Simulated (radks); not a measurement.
Results of a calculation; reference values are marked as such.
Initial-state core-level shifts of the tellurium ion Te2+ when its valence configuration changes from [Kr] 4d10 5s2 5p2. Code: a radial shooting solver on a logarithmic mesh with Libxc functionals. Model: Dirac Kohn-Sham, PBE, spin-unpolarised, spherical densities, finite nucleus; open shells fill j = l - 1/2 first; Fermi nuclear charge, rms radius 4.7423 fm. Shifts are changes of the shell-averaged eigenvalues in eV (positive: less bound); the change of the density at the nucleus, which sets a Mossbauer isomer shift, is in e/bohr^3, on a base of 2.28e+05.

valence	2p	3s	4s	4p	density at nucleus
4d9.5 5s2 5p2.5	-4.918	-4.721	-4.029	-3.866	+12.20
4d8.5 5s2 5p3.5	-14.949	-14.295	-12.052	-11.550	+37.51
4d10 5s1.5 5p2.5	-0.762	-0.774	-0.763	-0.757	-32.56
4d10 5s1 5p3	-1.513	-1.538	-1.517	-1.504	-65.79
4d9 5s2 5p3	-9.901	-9.486	-8.046	-7.716	+24.71
4d10 5p4	-2.986	-3.036	-2.994	-2.968	-134.13
4d8 5s2 5p4	-20.064	-19.147	-16.047	-15.371	+50.59
4d9 5p5	-12.758	-12.393	-10.887	-10.527	-122.14
4d8 5s1.5 5p4.5	-20.761	-19.857	-16.736	-16.051	+11.58
